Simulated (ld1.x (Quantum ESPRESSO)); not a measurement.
Which change was made? (Fe, TM)

Fe, norm-conserving Troullier–Martins (Kleinman–Bylander form), made with ld1.x (Quantum ESPRESSO) 7.5 (LDA (PZ), scalar-relativistic). Core [Ne] 3s2, reference 3p6 3d5 4s0 4p0 (charge +3). Waves: 4s (bound, empty): rc 2.05 bohr; 3d (bound): rc 1.85 bohr; 3p (bound): rc 0.75 bohr. Local part: the p channel. Core correction: none.

Cutoffs, loose and tight: the cutoffs (Ry, on a coarse ladder) from which the occupation-weighted sum of valence levels, in a spherical-Bessel basis at the reference potential, stays within 10 and 1 mRy of its value at 400 Ry. They do not see the model core or the augmentation charge, which bear on the density cutoff. Test errors are all-electron minus pseudo excitation energies from the reference, over the configurations 3p6 3d6 4s2 4p0; 3p6 3d6 4s1 4p0; 3p6 3d6 4s0 4p0; 3p5 3d6 4s2 4p0; 3p6 3d6 4s0 4p2; 3p6 3d6 4s1.5 4p0; 3p6 3d4 4s0 4p0 (two spin-polarised tests are not counted in the largest error); variants that change the core or the reference have their own tests. The largest error is taken over the tests solved by every variant that gives reliable tests at all, those not shown here included: 3p6 3d4 4s0 4p0; 3p6 3d6 4s0 4p0; 3p6 3d6 4s0 4p2.

The base gives: outcome: generated; cutoff, loose: 140 Ry; cutoff, tight: 260 Ry; bound ghosts: s; largest test error (meV): +190.

Problem. After one change the result is: outcome: generated; cutoff, loose: 80 Ry; cutoff, tight: 140 Ry; bound ghosts: none; largest test error (meV): -388 over the solved tests; 3 of 9 tests not solved or not reliable. Which change was it?
A. wave 3d (bound): rc 1.85 bohr becomes 3d (bound): rc 2.04 bohr
B. core [Ar], valence charge 8; reference 3d6 4s2 4p0; waves now 4p (bound): rc 3.05 bohr; 3d (bound): rc 1.85 bohr; 4s (bound): rc 2.05 bohr; local potential the s channel; core correction a·sin(br)/r model core, default radius (core density twice the valence density)
C. local potential the s channel

Solution. B. The others give: local potential the s channel → outcome: generated; cutoff, loose: 140 Ry; cutoff, tight: 260 Ry; bound ghosts: none; largest test error (meV): -1686 | wave 3d (bound): rc 1.85 bohr becomes 3d (bound): rc 2.04 bohr → outcome: generated; cutoff, loose: 140 Ry; cutoff, tight: 260 Ry; bound ghosts: s; largest test error (meV): +311.
